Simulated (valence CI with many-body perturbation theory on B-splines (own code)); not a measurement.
Values are calculated unless marked as measured or tabulated.
# Energy levels of Ta66+

Level of theory: relativistic CI+MBPT: five valence electrons over a frozen Dirac-Fock core [He], radial functions for each j: 9 s, 9 p, 8 d, 6 f, 3 g, 1 h, with the one-electron correlation potential Σ1 (screened to all orders), the two-electron term Σ2, the three-electron term Σ3, Breit, model QED; selected single and double excitations, second order for the rest (own B-spline code, finite nucleus).

The last digits are not significant, and no measured levels were compared; by estimate large intervals hold to a few tenths of a per cent, small ones and those within an open d or f shell to about a per cent. Among the levels kept, up to 1200 cm⁻¹ of a level comes from second order outside the variational space, and about a tenth of that is noise between levels of different J, which matters for small intervals.

Levels 1 to 45 of 75, with energies above the lowest level, (2s^2 2p1/2^2 2p3/2) J=3/2. "Leading %" is the weight of the configuration and term that name the level; weights of strongly mixed levels are sums over their largest components and can fall short. In the jj column 3d3/2^4 stands for four electrons in 3d with j = 3/2.

| No. | Configuration | Term | J | E (eV) | Leading % | g | Leading jj |
| --- | --- | --- | --- | --- | --- | --- | --- |
| 1 | 2s²2p³ | ²P° | 3/2 | 0 | 49 | 1.314 | 2s^2 2p1/2^2 2p3/2 (100 %) |
| 2 | 2s²2p³ | ⁴S° | 3/2 | 1302 | 55 | 1.434 | 2s^2 2p1/2 2p3/2^2 (100 %) |
| 3 | 2s²2p³ | ²D° | 5/2 | 1325 | 100 | 1.163 | 2s^2 2p1/2 2p3/2^2 (100 %) |
| 4 | 2s²2p³ | ²P° | 1/2 | 1377 | 100 | 0.617 | 2s^2 2p1/2 2p3/2^2 (100 %) |
| 5 | 2s2p⁴ | ⁴P | 5/2 | 1641 | 70 | 1.444 | 2s 2p1/2^2 2p3/2^2 (100 %) |
| 6 | 2s2p⁴ | ²S | 1/2 | 1745 | 65 | 1.997 | 2s 2p1/2^2 2p3/2^2 (100 %) |
| 7 | 2s2p⁴ | ²P | 3/2 | 1747 | 52 | 1.170 | 2s 2p1/2^2 2p3/2^2 (100 %) |
| 8 | 2s²2p³ | ²P° | 3/2 | 2682 | 51 | 1.286 | 2s^2 2p3/2^3 (99 %) |
| 9 | 2s2p⁴ | ⁴P | 3/2 | 2971 | 85 | 1.585 | 2s 2p1/2 2p3/2^3 (100 %) |
| 10 | 2s2p⁴ | ²D | 5/2 | 3012 | 70 | 1.281 | 2s 2p1/2 2p3/2^3 (100 %) |
| 11 | 2s2p⁴ | ²P | 1/2 | 3075 | 64 | 1.347 | 2s 2p1/2 2p3/2^3 (100 %) |
| 12 | 2s2p⁴ | ²D | 3/2 | 3084 | 55 | 1.008 | 2s 2p1/2 2p3/2^3 (100 %) |
| 13 | 2p⁵ | ²P° | 3/2 | 3458 | 99 | 1.299 | 2p1/2^2 2p3/2^3 (99 %) |
| 14 | 2s2p⁴ | ⁴P | 1/2 | 4396 | 39 | 1.876 | 2s 2p3/2^4 (100 %) |
| 15 | 2p⁵ | ²P° | 1/2 | 4789 | 100 | 0.617 | 2p1/2 2p3/2^4 (100 %) |
| 16 | 2s²2p²3s | ⁴P | 1/2 | 8569 | 46 | 1.991 | 2s^2 2p1/2^2 3s (100 %) |
| 17 | 2s²2p²3p | ²P° | 1/2 | 8672 | 46 | 0.645 | 2s^2 2p1/2^2 3p1/2 (100 %) |
| 18 | 2s²2p²3p | ²P° | 3/2 | 9072 | 35 | 1.321 | 2s^2 2p1/2^2 3p3/2 (100 %) |
| 19 | 2s²2p²3d | ²D | 3/2 | 9161 | 43 | 0.782 | 2s^2 2p1/2^2 3d3/2 (100 %) |
| 20 | 2s²2p²3d | ²D | 5/2 | 9273 | 36 | 1.188 | 2s^2 2p1/2^2 3d5/2 (100 %) |
| 21 | 2s²2p²3s | ⁴P | 3/2 | 9886 | 88 | 1.653 | 2s^2 2p1/2 2p3/2 3s (100 %) |
| 22 | 2s²2p²3s | ²P | 1/2 | 9896 | 67 | 1.293 | 2s^2 2p1/2 2p3/2 3s (100 %) |
| 23 | 2s²2p²3s | ²D | 5/2 | 9906 | 65 | 1.306 | 2s^2 2p1/2 2p3/2 3s (100 %) |
| 24 | 2s²2p²3s | ²D | 3/2 | 9912 | 64 | 0.952 | 2s^2 2p1/2 2p3/2 3s (100 %) |
| 25 | 2s²2p²3p | ⁴P° | 1/2 | 9988 | 49 | 1.729 | 2s^2 2p1/2 2p3/2 3p1/2 (100 %) |
| 26 | 2s²2p²3p | ⁴D° | 3/2 | 9994 | 55 | 1.126 | 2s^2 2p1/2 2p3/2 3p1/2 (100 %) |
| 27 | 2s²2p²3p | ²F° | 5/2 | 10007 | 50 | 1.043 | 2s^2 2p1/2 2p3/2 3p1/2 (100 %) |
| 28 | 2s²2p²3p | ²P° | 3/2 | 10048 | 43 | 1.303 | 2s^2 2p1/2 2p3/2 3p1/2 (99 %) |
| 29 | 2s2p³3s | ⁴P° | 5/2 | 10183 | 48 | 1.589 | 2s 2p1/2^2 2p3/2 3s (98 %) |
| 30 | 2s2p³3s | ²P° | 3/2 | 10212 | 35 | 1.426 | 2s 2p1/2^2 2p3/2 3s (98 %) |
| 31 | 2s2p³3s | ²P° | 1/2 | 10278 | 42 | 0.834 | 2s 2p1/2^2 2p3/2 3s (97 %) |
| 32 | 2s2p³3s | ²P° | 3/2 | 10287 | 38 | 1.368 | 2s 2p1/2^2 2p3/2 3s (98 %) |
| 33 | 2s2p³3p | ⁴P | 3/2 | 10296 | 30 | 1.661 | 2s 2p1/2^2 2p3/2 3p1/2 (99 %) |
| 34 | 2s2p³3p | ²D | 5/2 | 10297 | 26 | 1.329 | 2s 2p1/2^2 2p3/2 3p1/2 (99 %) |
| 35 | 2s²2p²3p | ⁴D° | 5/2 | 10380 | 52 | 1.406 | 2s^2 2p1/2 2p3/2 3p3/2 (99 %) |
| 36 | 2s2p³3p | ²P | 1/2 | 10382 | 36 | 1.253 | 2s 2p1/2^2 2p3/2 3p1/2 (99 %) |
| 37 | 2s2p³3p | ²D | 3/2 | 10383 | 35 | 0.959 | 2s 2p1/2^2 2p3/2 3p1/2 (99 %) |
| 38 | 2s²2p²3p | ²P° | 1/2 | 10384 | 36 | 1.540 | 2s^2 2p1/2 2p3/2 3p3/2 (98 %) |
| 39 | 2s²2p²3p | ²D° | 3/2 | 10388 | 53 | 1.130 | 2s^2 2p1/2 2p3/2 3p3/2 (100 %) |
| 40 | 2s²2p²3p | ²F° | 7/2 | 10395 | 65 | 1.215 | 2s^2 2p1/2 2p3/2 3p3/2 (100 %) |
| 41 | 2s²2p²3p | ⁴S° | 3/2 | 10416 | 31 | 1.404 | 2s^2 2p1/2 2p3/2 3p3/2 (98 %) |
| 42 | 2s²2p²3p | ²D° | 5/2 | 10424 | 66 | 1.174 | 2s^2 2p1/2 2p3/2 3p3/2 (100 %) |
| 43 | 2s²2p²3p | ²P° | 1/2 | 10447 | 86 | 0.635 | 2s^2 2p1/2 2p3/2 3p3/2 (99 %) |
| 44 | 2s²2p²3d | ⁴F | 3/2 | 10481 | 43 | 0.919 | 2s^2 2p1/2 2p3/2 3d3/2 (99 %) |
| 45 | 2s²2p²3d | ⁴F | 5/2 | 10482 | 53 | 0.954 | 2s^2 2p1/2 2p3/2 3d3/2 (99 %) |

The ionisation energy to 2s²2p² ³P0 of the next ion comes out as 16154 eV (NIST: 16150 ± 40 eV (theoretical)). All 75 levels together are meant to be complete up to 10907 eV.
